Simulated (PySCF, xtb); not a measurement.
C₃H₆F₂Si, SMILES F/C=C\[SiH2]CF. The values are those of a single conformer.

Harmonic wavenumbers (cm⁻¹) from GFN2-xTB in xtb 6.7.1 at its own minimum, in rising order: 25, 81, 107, 186, 274, 304, 469, 565, 596, 649, 709, 759, 765, 769, 774, 893, 1015, 1023, 1199, 1203, 1279, 1297, 1440, 1681, 2241, 2248, 2957, 2965, 3044, 3089.

Question: What does ωB97X-D3(BJ)/def2-SVP (PySCF) give at its own minimum? (An estimate is asked for; the answer gives what the named calculation found.)

Answer: 36, 113, 122, 194, 299, 333, 497, 637, 672, 692, 767, 806, 871, 871, 969, 989, 1048, 1086, 1244, 1246, 1330, 1381, 1461, 1748, 2257, 2263, 3083, 3146, 3204, 3229. Paired by order, the mean absolute difference is 66 cm⁻¹ and the zero-point energies are 49.5 and 52.3 kcal/mol.
